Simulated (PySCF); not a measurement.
C₃H₁₀OSi₂, SMILES C=C([SiH3])C[SiH2]O. Atoms are numbered in the order given.

```xyz
16

C     -0.8802     0.7824     1.9220
C     -0.9336     0.3163     0.6629
Si    -1.9117     1.2636    -0.6351
C     -0.2036    -0.9265     0.2338
Si     1.5834    -0.4679    -0.1845
O      2.4164    -1.7147    -0.9168
H     -0.3347     0.2495     2.7111
H     -1.3846     1.7067     2.2184
H     -1.0465     1.6151    -1.8038
H     -3.0282     0.4095    -1.1498
H     -2.4730     2.5107    -0.0358
H     -0.6634    -1.4009    -0.6493
H     -0.1904    -1.6821     1.0384
H      1.5986     0.6558    -1.1587
H      2.2448    -0.0516     1.0934
H      2.6466    -2.4684    -0.3670
```
Charge 0, spin multiplicity 1.

Coordinates come from a PBE0-D3(BJ)/def2-SVP optimisation. The structure was generated by enumeration, and PubChem lists no compound with its InChIKey, so it may never have been made. Other conformers were not sampled.

Two levels are set side by side: PBE/pcSseg-1 (PySCF) and PBE0/pcSseg-1 (PySCF). GIAO shifts against H2O (¹⁷O), TMS (²⁹Si), TMS (¹H), TMS (¹³C) at the same level; non-relativistic, no solvent, atoms listed together averaged. Differences are taken from unrounded values.

```
quantity                PBE
--------------------  -----
δ(¹³C) of C1 (ppm)    138.4
δ(¹³C) of C2 (ppm)    142.8
δ(²⁹Si) of Si3 (ppm)  -64.4
δ(¹³C) of C4 (ppm)     32.0
δ(²⁹Si) of Si5 (ppm)  -13.4
δ(¹⁷O) of O6 (ppm)     42.3
δ(¹H) of H16 (ppm)     1.11
```

Q: These are the PBE values. What does PBE0 give? (Estimate from the structure and the level; the computed values follow.)

A: 
```json
[
 {"quantity": "δ(¹³C) of C1 (ppm)", "PBE0": "141.1", "PBE minus PBE0": "-2.7"},
 {"quantity": "δ(¹³C) of C2 (ppm)", "PBE0": "144.6", "PBE minus PBE0": "-1.8"},
 {"quantity": "δ(²⁹Si) of Si3 (ppm)", "PBE0": "-60.7", "PBE minus PBE0": "-3.7"},
 {"quantity": "δ(¹³C) of C4 (ppm)", "PBE0": "29.0", "PBE minus PBE0": "3.1"},
 {"quantity": "δ(²⁹Si) of Si5 (ppm)", "PBE0": "-13.4", "PBE minus PBE0": "-0.1"},
 {"quantity": "δ(¹⁷O) of O6 (ppm)", "PBE0": "32.4", "PBE minus PBE0": "9.9"},
 {"quantity": "δ(¹H) of H16 (ppm)", "PBE0": "1.19", "PBE minus PBE0": "-0.09"}
]
```

Rough cost on one machine, each run with all the roots and properties that it gave: PBE0 against PBE within a factor of 2.
